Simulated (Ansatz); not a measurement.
Ansatz (an electronic-structure program) input (B3LYP/6-31G*):

Ansatz 0.2 input:
```yaml
crystal:
  periodic: [false, false, false]
  atoms:
    - {symbol: O, position_ang: [1.47411081, -0.26503495, 0.06057643]}
    - {symbol: C, position_ang: [0.24442034, -0.07811889, 0.00943355]}
    - {symbol: C, position_ang: [-1.12940168, -0.61626726, -0.06104903]}
    - {symbol: C, position_ang: [-0.85358159, 0.75838145, -0.02426943]}
    - {symbol: H, position_ang: [-1.36150892, 1.73630772, -0.02930206]}
basis:
  gaussian:
    orbitals: 6-31G*
hamiltonian:
  xc: {name: B3LYP}
total_charge: -1
phonons: {temperatures: {t_min: 298.15, t_max: 298.15, t_step: 100}}
```

Output:

```
Functional definition: B3LYP
integrals: 0.02 GiB planned
657 factors; integrals over basis functions are off by at most 3.4e-4 eV
mean field: 0.16 GiB planned
mean field evaluation 1: about -5169.1602 eV, gradient 2.7e1 eV
mean field evaluation 2: about -5167.9702 eV, gradient 3.7e1 eV
mean field evaluation 4: about -5170.8154 eV, gradient 2.7e0 eV
mean field evaluation 8: about -5170.8298 eV, gradient 7.4e-2 eV
mean field -5170.82979732 eV, -190.0244901370 hartree, gradient 2.2e-5 eV, S^2 0.000000; 0 other end points of the search recorded, 0 dependent functions left out
the calculation of the forces begins
reference -5170.82997029 eV, -190.0244964937 hartree; 14, 14 occupied and 48, 48 virtual orbitals, 657 factors
these checks for a lower state are left out or cut short: stability, starts, cluster_reference, orbital_swaps, neighbouring_geometries, increment
integrals: 0.02 GiB planned
657 factors; integrals over basis functions are off by at most 3.4e-4 eV
mean field: 0.16 GiB planned
mean field evaluation 16: about -5170.8303 eV, gradient 2.0e-1 eV
mean field -5170.82958552 eV, -190.0244823536 hartree, gradient 1.6e-6 eV, S^2 0.000000; 0 other end points of the search recorded, 0 dependent functions left out
the calculation of the forces begins
reference -5170.82975849 eV, -190.0244887103 hartree; 14, 14 occupied and 48, 48 virtual orbitals, 657 factors
these checks for a lower state are left out or cut short: stability, starts, cluster_reference, orbital_swaps, neighbouring_geometries, increment
integrals: 0.02 GiB planned
657 factors; integrals over basis functions are off by at most 3.4e-4 eV
mean field: 0.16 GiB planned
mean field -5170.82958866 eV, -190.0244824690 hartree, gradient 1.4e-6 eV, S^2 0.000000; 0 other end points of the search recorded, 0 dependent functions left out
the calculation of the forces begins
reference -5170.82976163 eV, -190.0244888256 hartree; 14, 14 occupied and 48, 48 virtual orbitals, 657 factors
these checks for a lower state are left out or cut short: stability, starts, cluster_reference, orbital_swaps, neighbouring_geometries, increment
integrals: 0.02 GiB planned
657 factors; integrals over basis functions are off by at most 3.4e-4 eV
mean field: 0.16 GiB planned
mean field evaluation 32: about -5170.8298 eV, gradient 5.8e-5 eV
mean field -5170.82977900 eV, -190.0244894639 hartree, gradient 1.2e-6 eV, S^2 0.000000; 0 other end points of the search recorded, 0 dependent functions left out
the calculation of the forces begins
reference -5170.82995196 eV, -190.0244958202 hartree; 14, 14 occupied and 48, 48 virtual orbitals, 657 factors
these checks for a lower state are left out or cut short: stability, starts, cluster_reference, orbital_swaps, neighbouring_geometries, increment
integrals: 0.02 GiB planned
657 factors; integrals over basis functions are off by at most 3.4e-4 eV
mean field: 0.16 GiB planned
mean field -5170.82978640 eV, -190.0244897361 hartree, gradient 8.6e-7 eV, S^2 0.000000; 0 other end points of the search recorded, 0 dependent functions left out
the calculation of the forces begins
reference -5170.82995939 eV, -190.0244960931 hartree; 14, 14 occupied and 48, 48 virtual orbitals, 657 factors
these checks for a lower state are left out or cut short: stability, starts, cluster_reference, orbital_swaps, neighbouring_geometries, increment
integrals: 0.02 GiB planned
657 factors; integrals over basis functions are off by at most 3.4e-4 eV
mean field: 0.16 GiB planned
mean field -5170.82946396 eV, -190.0244778866 hartree, gradient 1.2e-6 eV, S^2 0.000000; 0 other end points of the search recorded, 0 dependent functions left out
the calculation of the forces begins
reference -5170.82963699 eV, -190.0244842453 hartree; 14, 14 occupied and 48, 48 virtual orbitals, 657 factors
these checks for a lower state are left out or cut short: stability, starts, cluster_reference, orbital_swaps, neighbouring_geometries, increment
integrals: 0.02 GiB planned
657 factors; integrals over basis functions are off by at most 3.4e-4 eV
mean field: 0.16 GiB planned
mean field -5170.82947410 eV, -190.0244782592 hartree, gradient 1.1e-6 eV, S^2 0.000000; 0 other end points of the search recorded, 0 dependent functions left out
the calculation of the forces begins
reference -5170.82964702 eV, -190.0244846138 hartree; 14, 14 occupied and 48, 48 virtual orbitals, 657 factors
these checks for a lower state are left out or cut short: stability, starts, cluster_reference, orbital_swaps, neighbouring_geometries, increment
integrals: 0.02 GiB planned
657 factors; integrals over basis functions are off by at most 3.4e-4 eV
mean field: 0.16 GiB planned
mean field -5170.82973263 eV, -190.0244877598 hartree, gradient 9.5e-7 eV, S^2 0.000000; 0 other end points of the search recorded, 0 dependent functions left out
[...]
657 factors; integrals over basis functions are off by at most 3.4e-4 eV
mean field: 0.16 GiB planned
mean field evaluation 64: about -5170.8297 eV, gradient 1.2e-4 eV
mean field -5170.82972470 eV, -190.0244874683 hartree, gradient 1.2e-6 eV, S^2 0.000000; 0 other end points of the search recorded, 0 dependent functions left out
the calculation of the forces begins
reference -5170.82989770 eV, -190.0244938260 hartree; 14, 14 occupied and 48, 48 virtual orbitals, 657 factors
these checks for a lower state are left out or cut short: stability, starts, cluster_reference, orbital_swaps, neighbouring_geometries, increment
integrals: 0.02 GiB planned
657 factors; integrals over basis functions are off by at most 3.4e-4 eV
mean field: 0.16 GiB planned
mean field -5170.82972746 eV, -190.0244875699 hartree, gradient 3.0e-6 eV, S^2 0.000000; 0 other end points of the search recorded, 0 dependent functions left out
the calculation of the forces begins
reference -5170.82990036 eV, -190.0244939238 hartree; 14, 14 occupied and 48, 48 virtual orbitals, 657 factors
these checks for a lower state are left out or cut short: stability, starts, cluster_reference, orbital_swaps, neighbouring_geometries, increment
integrals: 0.02 GiB planned
657 factors; integrals over basis functions are off by at most 3.4e-4 eV
mean field: 0.16 GiB planned
mean field -5170.82972152 eV, -190.0244873515 hartree, gradient 2.7e-6 eV, S^2 0.000000; 0 other end points of the search recorded, 0 dependent functions left out
the calculation of the forces begins
reference -5170.82989457 eV, -190.0244937110 hartree; 14, 14 occupied and 48, 48 virtual orbitals, 657 factors
these checks for a lower state are left out or cut short: stability, starts, cluster_reference, orbital_swaps, neighbouring_geometries, increment
integrals: 0.02 GiB planned
657 factors; integrals over basis functions are off by at most 3.4e-4 eV
mean field: 0.16 GiB planned
mean field -5170.82973112 eV, -190.0244877045 hartree, gradient 2.4e-6 eV, S^2 0.000000; 0 other end points of the search recorded, 0 dependent functions left out
the calculation of the forces begins
reference -5170.82990410 eV, -190.0244940613 hartree; 14, 14 occupied and 48, 48 virtual orbitals, 657 factors
these checks for a lower state are left out or cut short: stability, starts, cluster_reference, orbital_swaps, neighbouring_geometries, increment
integrals: 0.02 GiB planned
657 factors; integrals over basis functions are off by at most 3.4e-4 eV
mean field: 0.16 GiB planned
mean field -5170.82973383 eV, -190.0244878039 hartree, gradient 1.6e-6 eV, S^2 0.000000; 0 other end points of the search recorded, 0 dependent functions left out
the calculation of the forces begins
reference -5170.82990680 eV, -190.0244941605 hartree; 14, 14 occupied and 48, 48 virtual orbitals, 657 factors
these checks for a lower state are left out or cut short: stability, starts, cluster_reference, orbital_swaps, neighbouring_geometries, increment
integrals: 0.02 GiB planned
657 factors; integrals over basis functions are off by at most 3.4e-4 eV
mean field: 0.16 GiB planned
mean field evaluation 96: about -5170.8297 eV, gradient 7.5e-5 eV
mean field -5170.82965084 eV, -190.0244847541 hartree, gradient 1.3e-6 eV, S^2 0.000000; 0 other end points of the search recorded, 0 dependent functions left out
the calculation of the forces begins
reference -5170.82982385 eV, -190.0244911122 hartree; 14, 14 occupied and 48, 48 virtual orbitals, 657 factors
these checks for a lower state are left out or cut short: stability, starts, cluster_reference, orbital_swaps, neighbouring_geometries, increment
integrals: 0.02 GiB planned
657 factors; integrals over basis functions are off by at most 3.4e-4 eV
mean field: 0.16 GiB planned
mean field -5170.82965320 eV, -190.0244848409 hartree, gradient 2.7e-6 eV, S^2 0.000000; 0 other end points of the search recorded, 0 dependent functions left out
the calculation of the forces begins
reference -5170.82982614 eV, -190.0244911961 hartree; 14, 14 occupied and 48, 48 virtual orbitals, 657 factors
these checks for a lower state are left out or cut short: stability, starts, cluster_reference, orbital_swaps, neighbouring_geometries, increment
integrals: 0.02 GiB planned
657 factors; integrals over basis functions are off by at most 3.4e-4 eV
mean field: 0.16 GiB planned
mean field -5170.82967629 eV, -190.0244856893 hartree, gradient 2.5e-6 eV, S^2 0.000000; 0 other end points of the search recorded, 0 dependent functions left out
the calculation of the forces begins
reference -5170.82984935 eV, -190.0244920494 hartree; 14, 14 occupied and 48, 48 virtual orbitals, 657 factors
these checks for a lower state are left out or cut short: stability, starts, cluster_reference, orbital_swaps, neighbouring_geometries, increment
integrals: 0.02 GiB planned
657 factors; integrals over basis functions are off by at most 3.4e-4 eV
mean field: 0.16 GiB planned
mean field -5170.82967789 eV, -190.0244857483 hartree, gradient 2.2e-6 eV, S^2 0.000000; 0 other end points of the search recorded, 0 dependent functions left out
the calculation of the forces begins
reference -5170.82985077 eV, -190.0244921016 hartree; 14, 14 occupied and 48, 48 virtual orbitals, 657 factors
these checks for a lower state are left out or cut short: stability, starts, cluster_reference, orbital_swaps, neighbouring_geometries, increment
integrals: 0.02 GiB planned
657 factors; integrals over basis functions are off by at most 3.4e-4 eV
mean field: 0.16 GiB planned
mean field -5170.82977573 eV, -190.0244893439 hartree, gradient 2.3e-6 eV, S^2 0.000000; 0 other end points of the search recorded, 0 dependent functions left out
the calculation of the forces begins
reference -5170.82994869 eV, -190.0244956998 hartree; 14, 14 occupied and 48, 48 virtual orbitals, 657 factors
these checks for a lower state are left out or cut short: stability, starts, cluster_reference, orbital_swaps, neighbouring_geometries, increment
integrals: 0.02 GiB planned
657 factors; integrals over basis functions are off by at most 3.4e-4 eV
mean field: 0.16 GiB planned
mean field evaluation 128: about -5170.8298 eV, gradient 6.0e-2 eV
mean field -5170.82976612 eV, -190.0244889905 hartree, gradient 1.9e-6 eV, S^2 0.000000; 0 other end points of the search recorded, 0 dependent functions left out
the calculation of the forces begins
reference -5170.82993911 eV, -190.0244953480 hartree; 14, 14 occupied and 48, 48 virtual orbitals, 657 factors
these checks for a lower state are left out or cut short: stability, starts, cluster_reference, orbital_swaps, neighbouring_geometries, increment
integrals: 0.02 GiB planned
657 factors; integrals over basis functions are off by at most 3.4e-4 eV
mean field: 0.16 GiB planned
mean field -5170.82975860 eV, -190.0244887142 hartree, gradient 2.3e-6 eV, S^2 0.000000; 0 other end points of the search recorded, 0 dependent functions left out
the calculation of the forces begins
reference -5170.82993151 eV, -190.0244950687 hartree; 14, 14 occupied and 48, 48 virtual orbitals, 657 factors
these checks for a lower state are left out or cut short: stability, starts, cluster_reference, orbital_swaps, neighbouring_geometries, increment
integrals: 0.02 GiB planned
657 factors; integrals over basis functions are off by at most 3.4e-4 eV
mean field: 0.16 GiB planned
mean field -5170.82975481 eV, -190.0244885750 hartree, gradient 1.8e-6 eV, S^2 0.000000; 0 other end points of the search recorded, 0 dependent functions left out
the calculation of the forces begins
reference -5170.82992784 eV, -190.0244949338 hartree; 14, 14 occupied and 48, 48 virtual orbitals, 657 factors
Total energy: -5170.82997029 eV, -190.0244964937 hartree
Atom 0 at     1.474111    -0.265035     0.060576 Å, force    -0.001100     0.002075    -0.000012 eV/Å
Atom 1 at     0.244420    -0.078119     0.009434 Å, force    -0.001803    -0.002225    -0.000120 eV/Å
Atom 2 at    -1.129402    -0.616267    -0.061049 Å, force     0.001304     0.000831     0.000073 eV/Å
Atom 3 at    -0.853582     0.758381    -0.024269 Å, force    -0.000317     0.000421    -0.000007 eV/Å
Atom 4 at    -1.361509     1.736308    -0.029302 Å, force     0.001917    -0.001101     0.000065 eV/Å
Dipole moment:     0.024739     0.501564     0.010057 e Å
Vibrations: 526.25 527.46 822.47 847.37 867.87 1202.68 1375.66 1841.69 2965.33 cm⁻¹, zero-point energy 0.680474 eV
```

The blocks after the first are displaced geometries, from whose forces the wavenumbers follow.

The dipole moment of an ion depends on the origin.
